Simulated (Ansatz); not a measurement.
Reaction: H2SiO (oxosilane, SMILES O=[SiH2]) → H2SiO (parent SMILES O=[SiH2], triplet)
Each species at its own B3LYP-D3(BJ)/def2-TZVP minimum (Ansatz, a program for electronic structure).

Property: adiabatic triplet-singlet gap (electronic), in kcal/mol. Open shells are spin-unrestricted; no spin-orbit coupling. CBS(X,Y): correlation extrapolated as X^-3, Hartree-Fock from the larger set (Q,5: extrapolated as (X+1)exp(-9√X)). A bracket is a step between two methods taken in the basis named. Functionals run without relativity, which enters their misses. Double hybrids freeze cores in their MP2 part. '+ core + X2C': CCSD(T) terms for core correlation (cc-pwCVTZ, 1s frozen past Ne) and scalar relativity (cc-pVTZ-DK). The T1 diagnostic of H2OSi (O=[SiH2], singlet) reaches 0.025 in the sets run. The spin of H2OSi (parent SMILES O=[SiH2], triplet) was assumed, and the state is the lowest solution found for it.

CCSD(T)/CBS(cc-pV(Q+d)Z,cc-pV(5+d)Z) + [CCSDT(Q) - CCSD(T)]/cc-pV(T+d)Z + [CCSDTQ - CCSDT(Q)]/cc-pV(D+d)Z + core + X2C (Ansatz) gives 64.1 kcal/mol.

Q: How far off this value is PBE/def2-TZVPD (Ansatz), in which direction, and how far these levels: r2SCAN/def2-TZVPD, B3LYP/def2-TZVPD, wB97M-V/def2-TZVPD, B2PLYP/def2-TZVPD, CCSD(T)/CBS(cc-pV(Q+d)Z,cc-pV(5+d)Z) + core + X2C?

A: PBE gives 57.4 kcal/mol, 6.7 kcal/mol below it. Differences of the others: r2SCAN/def2-TZVPD (Ansatz) -10.5; B3LYP/def2-TZVPD (Ansatz) -6.8; wB97M-V/def2-TZVPD (Ansatz) -2.7; B2PLYP/def2-TZVPD (Ansatz) -1.6; CCSD(T)/CBS(cc-pV(Q+d)Z,cc-pV(5+d)Z) + core + X2C (Ansatz) 0.4 kcal/mol.
